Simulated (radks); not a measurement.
Initial-state core-level shifts of neutral aluminium when its valence configuration changes from [Ne] 3s2 3p1. Method: scalar-relativistic Kohn-Sham, PBE, spin-polarised, spherical densities, point nucleus; open shells are filled with parallel spins first; computed with a radial shooting solver on a logarithmic mesh with Libxc functionals. Shifts are changes of the shell-averaged eigenvalues in eV (positive: less bound).

| valence | 1s | 2s | 2p |
|---|---|---|---|
| 3s1 3p2 | -1.208 | -1.202 | -1.187 |
| 3p3 | -2.965 | -2.909 | -2.882 |
| 3s1.5 3p1.5 | -0.697 | -0.684 | -0.679 |
